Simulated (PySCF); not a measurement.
C6H5ClO.
Cartesian coordinates in Å at the PBE0-D3(BJ)/def2-SVP level; atoms count from 1:
```xyz
13
C6H5ClO angstrom
O      2.4216   -0.3681   -0.3624
C      1.1009   -0.2215   -0.1966
C      0.2295   -1.1733   -0.7355
C     -1.1454   -1.0426   -0.5746
C     -1.6812    0.0388    0.1263
C     -0.8285    0.9968    0.6688
C      0.5456    0.8611    0.5044
Cl     1.6453    2.0396    1.1658
H      2.8629    0.3779    0.0707
H      0.6641   -2.0128   -1.2811
H     -1.8080   -1.7974   -1.0039
H     -2.7607    0.1397    0.2521
H     -1.2159    1.8541    1.2217
```

Linear response at CAM-B3LYP/def2-SVPD (PySCF, frozen core in the response, non-relativistic).

Static isotropic polarisability: 86.51 au (12.82 Å³), principal values 52.1, 94.3, 113.1 au.

**Question.** What is the polarisability at 1064 nm and at the sodium D line?

**Answer.** 87.54 au at 1064 nm (+1.2 %), 90.05 au at 589.3 nm (+4.1 %). The rise at 589.3 nm is 3.45 times that at 1064 nm; a pure ω² law gives 3.26. The lowest singlet lies at 243 nm, shorter than both wavelengths.

**Question.** What is the isotropic C6 coefficient between two such molecules, C6 = (3/π)∫α(iω)² dω?

**Answer.** 2856 au (Eh·bohr⁶) by a ten-point quadrature over imaginary frequencies, which is 1710 eV·Å⁶ or 165 J·nm⁶/mol.

**Question.** Which effective excitation energy ω̄ makes London's formula C6 = (3/4)α²ω̄ exact here?

**Answer.** ω̄ = 4·C6/(3α²) = 0.509 Eh = 13.8 eV. A one-pole form α(ω) = α/(1 − ω²/ω̄²) fitted to the 1064 nm value gives 10.7 eV. London's choice of the ionisation energy (8.72 eV, ΔSCF at the same level) gives C6 = 1800 au, 37 % too low.

**Question.** How anisotropic is the static polarisability, by Δα² = ½[(α1 − α2)² + (α2 − α3)² + (α3 − α1)²]?

**Answer.** Δα = 54.1 au, or 0.63 of the isotropic value.

**Question.** What three-body coefficient follows from the one-pole estimate C9 = (3/4)·α·C6?

**Answer.** 185000 au. This is an estimate from the two numbers above, not a computed integral.

**Question.** What molar refraction at the D line follows from R = (4π/3)·N_A·α′, with α′ the polarisability volume?

**Answer.** α′ = 13.34 Å³ gives R = 33.66 cm³/mol, for isolated, non-vibrating species.

Rough CPU time on one thread of a shared machine: about 60 s. This is the whole response run at CAM-B3LYP/def2-SVPD, SCF included.

One conformer stands for the species.
